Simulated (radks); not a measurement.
The numbers below are computed, except where a source is named.
Removal energies from the promethium ion Pm4+, [Xe] 4f(5/2: 3, 7/2: 0), by Delta-SCF beside the eigenvalue of the level emptied. Level of theory: Dirac Kohn-Sham, BLYP, spin-unpolarised, spherical densities, finite nucleus; Fermi nuclear charge, rms radius of each element as measured or else 0.836 A^(1/3) + 0.57 fm (a radial shooting solver on a logarithmic mesh with Libxc functionals). Sub-shells are occupied by j as written (lower j first in brackets).

removed from                                  final configuration  Delta-SCF (eV)  -eigenvalue (eV)
4f5/2                                     [Xe] 4f(5/2: 2, 7/2: 0)          61.429            50.861
5p3/2         [Kr] 4d10 4f(5/2: 3, 7/2: 0) 5s2 5p(1/2: 2, 3/2: 3)          69.103            62.256
5p1/2         [Kr] 4d10 4f(5/2: 3, 7/2: 0) 5s2 5p(1/2: 1, 3/2: 4)          73.413            66.315
5s1/2                        [Kr] 4d10 4f(5/2: 3, 7/2: 0) 5s1 5p6          92.341            84.734
